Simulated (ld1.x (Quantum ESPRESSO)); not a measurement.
Logarithmic derivatives: Eu (Z = 63), TM

* Element: Eu
* Generator: ld1.x (Quantum ESPRESSO) 7.5
* Type: norm-conserving Troullier–Martins (Kleinman–Bylander form)
* Functional: PBE
* Relativity: scalar-relativistic
* Frozen core: [Xe]
* Valence charge: 9
* Reference configuration: 4f7 5d0 6s2 6p0
* Partial waves: 6s (bound): rc 2.60 bohr; 6p (bound, empty): rc 3.70 bohr; 5d (bound, empty): rc 3.45 bohr; 4f (bound): rc 1.00 bohr
* Local potential: all-electron potential smoothed inside 3.55 bohr (lloc = -1)
* Core correction: a·sin(br)/r model core, default radius (core density twice the valence density)

The phase is arctan(r·u′/u) with u = r·R(r), unwrapped; energies in Ry, scanned from -2 to 5 Ry. A pole is an energy at which the radial function vanishes at the test radius. The pseudo phase is shifted by a multiple of π to meet the all-electron one at the reference energy, and phase errors are pseudo minus all-electron; the curves can meet again beyond the range given. Levels narrower than the energy grid can be missing from the lists of poles.

```csv
channel,radius (bohr),reference energy (Ry),"poles, all-electron","poles, pseudo",unbroken range about the reference energy with phases within 0.05 rad,phase error 1 Ry above the reference energy (rad)
s,4.01,-0.27,"0.58, 4.39","0.33, 1.04",below 0.2,-2.981
p,4.01,-0.09,"-1.73, 1.31","0.77, 2.41",-1.6 to 0.1,-0.239
d,4.01,-0.11,"0.15, 2.73","0.15, 3.06",below 0.8,+0.071
f,4.01,-0.20,"-0.18, 1.89, 4.92","-0.18, 2.31",below 0.4,+0.357
```

Phases in the p channel:

| E (Ry) | all-electron | pseudo |
| --- | --- | --- |
| -2.00 | 1.359 | -1.762 |
| -1.52 | -1.767 | -1.795 |
| -1.04 | -1.838 | -1.851 |
| -0.56 | -1.962 | -1.971 |
| -0.08 | -2.464 | -2.464 |
| 0.40 | -4.217 | -4.316 |
| 0.88 | -4.600 | -4.816 |
| 1.36 | -4.722 | -7.331 |
| 1.84 | -4.806 | -7.747 |
| 2.32 | -4.915 | -7.841 |
| 2.80 | -5.229 | -7.905 |
| 3.28 | -7.077 | -7.978 |
| 3.76 | -7.627 | -8.142 |
| 4.24 | -7.748 | -9.643 |
| 4.72 | -7.806 | -10.768 |
